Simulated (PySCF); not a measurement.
H4Si2, triplet, at a GFN2-xTB geometry (the spin is typed, not shown lowest). Base run: M062X/3-21G run with PySCF.

Here is a job for PySCF.
```python
from pyscf import gto, scf, dft

mol = gto.Mole()
mol.atom = '''
    Si    0.01921758    1.02177692    0.66747900
    H    -0.43006669    2.36503207    0.26011259
    Si    0.00702078   -0.89416620   -0.51957417
    H     0.81894889   -0.88144975   -1.74910277
    H    -1.32097621   -1.35750819   -0.95874128
    H     0.56475699   -1.91262422    0.37706385
'''
mol.basis = '3-21g'
mol.spin = 2
mol.verbose = 4
mol.build()

mf = dft.UKS(mol)
mf.xc = 'm062x'
mf.kernel()
```

Variants of this job, named by their change:

```
change                                                                            ΔE vs base (mEh)  SCF cycles  <S^2>
--------------------------------------------------------------------------------  ----------------  ----------  -----
base                                                                                         0.000           9  2.004
conv_tol = 1e-12                                                                             0.000          13  2.004
diis_space = 2                                                                               0.000          13  2.004
diis = off; damp = 0.6 (with mf.diis_start_cycle = 200; with mf.max_cycle = 150)             0.000          31  2.004
init_guess = mod_huckel                                                                      0.000          10  2.004
conv_tol = 1e-6                                                                              0.000           7  2.004
conv_tol = 1e-7                                                                              0.000           8  2.004
init_guess = huckel                                                                          0.000          10  2.004
conv_tol_grad = 1e-3                                                                         0.000           9  2.004
conv_tol_grad = 1e-7                                                                         0.000          12  2.004
level_shift = 0.3 (with mf.max_cycle = 100)                                                  0.000          16  2.004
conv_tol = 1e-11                                                                             0.000          11  2.004
diis = off (with mf.max_cycle = 100)                                                         0.000          13  2.004
```

Open shells are given as the SCF converged; they aren't shown to be the lowest states, and a large step between rows can be another state.
